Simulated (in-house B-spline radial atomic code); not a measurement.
## Ionising Dy III (Dy2+) with different functionals

Computed with an all-electron radial atomic-structure program (B-spline basis): scalar-relativistic (spin-free X2C) Hamiltonian, Fermi nucleus of rms radius 5.2218 fm, spin-polarised at highest spin, spherical fractional occupations for the functionals, and exact exchange of hybrids averaged over the configuration. The ionisation energy is the difference of two self-consistent energies, [Xe] 4f10 → [Xe] 4f9, without Breit or QED terms; ε is the level of the shell that loses the electron (its least bound occupied spin orbital). There is no spin-orbit coupling in this Hamiltonian.

```
   method                    rung  ΔSCF (eV)  -ε(4f) (eV)
     PBE0           global hybrid      22.47        17.64
    B3LYP           global hybrid          ?            ?
    TPSSh           global hybrid          ?            ?
BHandHLYP           global hybrid      21.21        19.85
  r2SCAN0           global hybrid      21.78        16.99
    B97-1           global hybrid      22.61        17.23
    HSE06  range-separated hybrid      22.41        17.17
    wB97X  range-separated hybrid      22.48        20.01
CAM-B3LYP  range-separated hybrid      22.67        19.19
  LC-wPBE  range-separated hybrid      23.12        20.35
```

Task: What does B3LYP give?

Result: ΔSCF 22.78 eV, and -ε(4f) = 17.28 eV.

Task: What does TPSSh give?

Result: ΔSCF 22.83 eV, and -ε(4f) = 15.97 eV.

Task: Among the functionals, which spreads more, the ΔSCF values or the orbital energies?

Result: The orbital energies: ΔSCF values span about 1.91 eV and the orbital energies 4.38 eV.

Task: How do they compare with the NIST value?

Result: NIST lists 22.89 eV ± 0.03 (semi-empirical, ground level to ground level). Errors run from -1.68 to +0.23 eV; TPSSh is closest (-0.06 eV), but part of that can be cancellation, since the calculations leave out spin-orbit coupling, Breit-QED terms, multiplet and fine-structure energies.
